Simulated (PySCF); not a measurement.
Isomers of C11H10, one GFN2-xTB conformer each. Single-point energies are computed at PBE0/pcSseg-1 (PySCF, gas phase, no added dispersion term), electronic only.

**Question.** Rank them by PBE0/pcSseg-1 energy, lowest first (kcal/mol).
A. `[CH:1]#[C:2][c:3]1[cH:4][cH:5][cH:6][c:7]([CH2:8][CH:9]=[CH2:10])[cH:11]1` with C6–C7–C8–C9 -80°, C7–C8–C9–C10 121°
B. `[CH:1]#[C:2][C:3]1=[CH:4][CH2:5][CH:6]=[CH:7][C@@H:8]1[C:9]#[C:10][CH3:11]` with C3–C4–C5–C6 -17°, C4–C5–C6–C7 17°, C6–C7–C8–C9 100°, C2–C3–C8–C7 -160°
C. 2-methylnaphthalene (`Cc1ccc2ccccc2c1`)
D. 1-methylnaphthalene, `Cc1cccc2ccccc12`
E. `[CH:1]1=[CH:2][CH2:3][C:4]([c:5]2[cH:6][cH:7][cH:8][cH:9][cH:10]2)=[CH:11]1` with C3–C4–C5–C6 180°
F. `C=C1C=Cc2ccc(C)cc21`
G. `C(c1ccccc1)#CC(C)=C`
H. `CC#CC1=CC2=C(C=C1)CC2`

**Answer.** C (0.0), D (0.7), F (25.5), E (28.7), G (60.6), H (69.1), A (70.9), B (120.0).

As drawn, the lowest has an aromatic ring, which the highest lacks; the highest has a C≡C bond and a C=C bond outside aromatic rings, which the lowest lacks. Neighbours under 2.5 kcal/mol apart (Cc1ccc2ccccc2c1 and Cc1cccc2ccccc12; CC#Cc1ccc2c(c1)CC2 and C#Cc1cccc(CC=C)c1) can change places with a better method, another conformer or zero-point energy. GFN2-xTB itself gives, in the same order: 0.0, 1.0, 22.1, 25.4, 57.8, 53.7, 66.8, 102.0. Both levels put the same isomer lowest; measured from each level's own lowest isomer, the values differ by up to 18.0 kcal/mol (C#CC1=CCC=C[C@@H]1C#CC: 102.0 against 120.0).

**Question.** Which frontier levels, dipoles and rotational constants go with these structures?

**Answer.** 
```
                SMILES  HOMO (eV, PBE0/pcSseg-1)  LUMO (eV)  dipole (D)       A, B, C (MHz)
       Cc1ccc2ccccc2c1                     -6.26      -1.08        0.53  2849, 834.0, 647.7
       Cc1cccc2ccccc12                     -6.24      -1.15        0.38   1925, 1140, 719.0
   C=C1C=Cc2ccc(C)cc21                     -6.15      -1.76        0.53  2252, 925.7, 658.7
   C1=CCC(c2ccccc2)=C1                     -5.84      -1.32        0.42  3449, 680.8, 570.6
     C=C(C)C#Cc1ccccc1                     -6.34      -1.34        0.38  3570, 464.9, 413.6
    CC#Cc1ccc2c(c1)CC2                     -6.27      -0.61        0.29  3693, 545.7, 479.7
     C#Cc1cccc(CC=C)c1                     -6.83      -1.01        0.73  2402, 621.3, 525.0
C#CC1=CCC=C[C@@H]1C#CC                     -6.72      -0.60        1.08  1246, 954.2, 639.9
```
